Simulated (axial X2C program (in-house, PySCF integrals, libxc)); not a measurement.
BeS⁺: from the spin-free to the two-component result

All values were computed with an axial X2C code built on PySCF integrals. Spin-free means the one-electron spin-free X2C Hamiltonian; two-component (2c) means X2C with spin–orbit coupling and atomic mean-field two-electron Coulomb and Gaunt terms, so the difference of the two also holds small scalar two-electron terms. Basis: S dyall-av3z [9s8p3d2f], Be dyall-cv3z [8s8p3d1f] (cores contracted in-house); Gaussian nuclei, density fitting, unrestricted open shells. Masses: S 31.972 u, Be 9.012 u.

Spin-free state: M_S = 1/2, Λ = 1 (beyond evenly filled blocks: π+α, π+β, π-α); fragments S + Be+.

```json
{"level": "PBE0", "Re (Å)": "1.835", "ωe (cm⁻¹)": "877.8", "De (eV)": "3.308", "μ (D)": "7.41"}
{"level": "HF", "Re (Å)": "1.836", "ωe (cm⁻¹)": "889.5", "De (eV)": "1.878", "μ (D)": "8.06"}
{"level": "MP2", "Re (Å)": "1.845", "ωe (cm⁻¹)": "876.7", "De (eV)": "3.185", "μ (D)": "n/a"}
{"level": "CCSD", "Re (Å)": "1.845", "ωe (cm⁻¹)": "870.3", "De (eV)": "3.169", "μ (D)": "n/a"}
{"level": "CCSD(T)", "Re (Å)": "1.850", "ωe (cm⁻¹)": "861.1", "De (eV)": "3.283", "μ (D)": "n/a"}
{"level": "TPSSh", "Re (Å)": "1.841", "ωe (cm⁻¹)": "865.7", "De (eV)": "3.285", "μ (D)": "7.38"}
```

Correlated methods: 7 electrons correlated (number of frozen shells: S 2 s, 1 p; Be 1 s), 177 virtual spin orbitals or spinors in MP2, 88 natural virtuals in coupled cluster.

Dipoles are positive if Be is the positive end and refer to the centre of mass.

Q: Within this multiplet, which Ω should lie lowest by the rule for regular and inverted multiplets?

A: The open π shell holds three electrons, one hole, so the multiplet is inverted: Ω = Λ + 1/2 = 3/2. The PBE0 2c search agrees, though Ω = 1/2 of the search lies only 0.04 eV higher.

Two-component determinant lowest at the distance of the search:

Ω = 3/2 (⟨Sz⟩ = 0.50, ⟨Lz⟩ = 1.00 at HF); fragments S + Be+.

| level | Re (Å) | ωe (cm⁻¹) | De (eV) | μ (D) |
| --- | --- | --- | --- | --- |
| PBE0 | 1.835 | 877.3 | 3.328 | 7.41 |
| HF | 1.837 | 888.8 | 1.894 | 8.06 |
| MP2 | 1.846 | 876.4 | 3.182 | n/a |
| CCSD | 1.845 | 869.7 | 3.176 | n/a |
| CCSD(T) | 1.850 | 860.5 | 3.280 | n/a |
| TPSSh | 1.841 | 865.1 | 3.306 | 7.38 |

Q: From the two tables, how do the constants change at the CCSD(T) level (2c against spin-free)?

A: At the CCSD(T) level Re is unchanged within 0.001 Å and ωe drops by 0.6 cm⁻¹; De changes by -0.003 eV.

The state is one determinant whose occupation by symmetry is held fixed; it was picked as the lowest of a PBE0 search that is not exhaustive. Dissociation energies refer to the lowest single-determinant-based atoms at the same level and basis. Density functionals use the spin component along the axis (collinear). CCSD and (T) use frozen natural virtuals with an MP2 correction for the truncation; (T) itself is uncorrected, so its De runs slightly low. The 2c atoms are single determinants rather than J levels; their spin–orbit lowering is only partly caught, and De is too large by that part. This holds for PBE0, TPSSh. The functionals have no current-density term, which raises determinants with orbital currents, atoms included. Some points did not converge and are left out. The stretched end of a curve changes character and is left out.
